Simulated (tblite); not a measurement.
Compound: C₃H₇BrCl₂Si.
Atom-mapped SMILES: `[CH3:1][CH2:2][C@@H:3]([Cl:4])[Si@H:5]([Cl:6])[Br:7]` (hydrogens: H8, H9, H10 on C1; H11, H12 on C2; H13 on C3; H14 on Si5)

Computed with GFN2-xTB (tblite), gas phase: L-BFGS steps from a force-field or distance-geometry start until the largest atomic force falls under 0.01 eV/Å.

The end geometry, which sets the zero of energy:
```
atom  x, y, z in Å
C1     -2.0178    0.2129   -0.5461
C2     -0.5324   -0.0955   -0.6917
C3      0.2206    0.0343    0.6245
Cl4    -0.3483   -1.2310    1.7844
Si5     2.1129   -0.1996    0.5038
Cl6     2.9808    0.1664    2.2710
Br7     2.8166    1.2638   -1.0030
H8     -2.4797   -0.4616    0.1709
H9     -2.1640    1.2353   -0.2038
H10    -2.5195    0.0941   -1.5028
H11    -0.0909    0.6005   -1.4099
H12    -0.4035   -1.1066   -1.0836
H13    -0.0364    0.9877    1.0950
H14     2.4609   -1.5014   -0.0309
```

**Question.** These geometries come from the run, each turned onto the end geometry. Order them by energy, lowest first.
A.
```
atom  x, y, z in Å
C1     -2.0292    0.2160   -0.5364
C2     -0.5435   -0.0929   -0.7007
C3      0.2267    0.0292    0.6064
Cl4    -0.3296   -1.2546    1.7439
Si5     2.1252   -0.1956    0.4965
Cl6     2.9347    0.1705    2.2936
Br7     2.8889    1.2649   -0.9816
H8     -2.4778   -0.4140    0.2275
H9     -2.1738    1.2524   -0.2419
H10    -2.5548    0.0493   -1.4734
H11    -0.1174    0.6015   -1.4295
H12    -0.4135   -1.1025   -1.0942
H13    -0.0308    0.9720    1.0956
H14     2.4942   -1.4967   -0.0280
```
B.
```
atom  x, y, z in Å
C1     -1.9921    0.1955   -0.4751
C2     -0.5414   -0.1018   -0.7855
C3      0.2298    0.0284    0.5142
Cl4    -0.4249   -1.2320    1.6606
Si5     2.1246   -0.2080    0.5058
Cl6     2.7701    0.1900    2.3406
Br7     2.9303    1.2863   -0.9067
H8     -2.3111   -0.4025    0.3692
H9     -2.0516    1.2373   -0.1861
H10    -2.6262   -0.0043   -1.3236
H11    -0.1689    0.6298   -1.5033
H12    -0.4098   -1.0992   -1.2079
H13    -0.0149    0.9979    0.9699
H14     2.4854   -1.5182    0.0059
```
C.
```
atom  x, y, z in Å
C1     -2.0075    0.2146   -0.4887
C2     -0.5350   -0.0954   -0.7717
C3      0.2413    0.0185    0.5291
Cl4    -0.3480   -1.2222    1.6958
Si5     2.1266   -0.2139    0.5076
Cl6     2.8004    0.1835    2.3584
Br7     2.9265    1.2752   -0.9179
H8     -2.3628   -0.4124    0.3285
H9     -2.1225    1.2631   -0.2079
H10    -2.6501    0.0117   -1.3406
H11    -0.1360    0.6162   -1.5025
H12    -0.4105   -1.0938   -1.1958
H13    -0.0248    0.9710    0.9842
H14     2.5018   -1.5168   -0.0006
```
D.
```
atom  x, y, z in Å
C1     -2.0216    0.2175   -0.5446
C2     -0.5361   -0.0942   -0.6940
C3      0.2197    0.0311    0.6214
Cl4    -0.3391   -1.2586    1.7648
Si5     2.1117   -0.1972    0.5031
Cl6     2.9660    0.1768    2.2747
Br7     2.8472    1.2612   -0.9921
H8     -2.4754   -0.4311    0.2019
H9     -2.1635    1.2537   -0.2418
H10    -2.5370    0.0624   -1.4892
H11    -0.0937    0.6017   -1.4122
H12    -0.4058   -1.1075   -1.0821
H13    -0.0377    0.9758    1.1101
H14     2.4648   -1.4923   -0.0421
```
E.
```
atom  x, y, z in Å
C1     -2.0338    0.2189   -0.5242
C2     -0.5532   -0.0899   -0.7146
C3      0.2333    0.0303    0.5822
Cl4    -0.3082   -1.2595    1.7403
Si5     2.1305   -0.1953    0.4949
Cl6     2.9015    0.1588    2.3111
Br7     2.9204    1.2684   -0.9718
H8     -2.4684   -0.4142    0.2461
H9     -2.1784    1.2610   -0.2454
H10    -2.5655    0.0335   -1.4521
H11    -0.1314    0.6113   -1.4403
H12    -0.4418   -1.1015   -1.1114
H13    -0.0254    0.9759    1.0708
H14     2.5196   -1.4984   -0.0078
```

**Answer.** D (0.002 eV), A (0.006 eV), E (0.012 eV), C (0.054 eV), B (0.111 eV).

In the order of the answer:

```
step  E above end (eV)  largest force (eV/Å)  rms force component (eV/Å)  rms distance from end (Å)  rms bond change (Å)  bond most changed (Å)
  31             0.002                  0.05                       0.020                      0.025                0.001          C3–Cl4 +0.004
  26             0.006                  0.11                       0.033                      0.043                0.002          C3–Cl4 -0.005
  21             0.012                  0.11                       0.036                      0.064                0.002          C3–Cl4 +0.008
   8             0.054                  0.23                       0.082                      0.126                0.005          C3–Si5 -0.011
   4             0.111                  0.39                       0.147                      0.148                0.009         Si5–Cl6 -0.017
```

What follows is the cost of the whole relaxation. On Arm Neoverse V1, one thread, shared host, this took 0.55 s wall.
